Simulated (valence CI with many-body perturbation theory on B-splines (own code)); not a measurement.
Values are calculated unless marked as measured or tabulated.
## Sensitivity of CI+MBPT for Sc15+

Method: relativistic CI+MBPT: four valence electrons over a frozen Dirac-Fock core [He], radial functions for each j: 6 s, 6 p, 5 d, 3 f, 1 g, with the one-electron correlation potential Σ1, the two-electron term Σ2, the three-electron term Σ3, Breit, model QED; selected CI, second order for the rest (own B-spline code, finite nucleus).

No measured levels were compared; by estimate levels of excited configurations hold to 0.05 to 0.15 % of their energy, terms of the ground configuration to about 0.5 %.

The reference run has the lowest level 2s2 2p2 3P_0 and an ionisation energy of 1009.48 eV. Its largest variational space holds 10000 state functions.

Reference levels: 2s2 2p2 3P_1 22942, 2s2 2p2 3P_2 45042, 2s2 2p2 1D_2 123693, 2s2 2p2 1S_0 219104, 2s 2p3 5S°_2 303056, 2s 2p3 3D°_2 536831, 2s 2p3 3D°_1 537934, 2s 2p3 3D°_3 542240, 2s 2p3 3P°_0 629029, 2s 2p3 3P°_1 630697, 2s 2p3 3P°_2 634844, 2s 2p3 3S°_1 782955 cm⁻¹.

(1) Rank these changes by the mean size of the shift of these levels, smallest first.
A. size limit of the variational space 10000 → 6000; natural orbitals for correlation on → off
B. size limit of the variational space 10000 → 100; second order for the rest on → off
C. size limit of the variational space 10000 → 3000; second order for the rest on → off

Results:

(1) C (370 cm⁻¹), A (2300 cm⁻¹), B (5300 cm⁻¹).
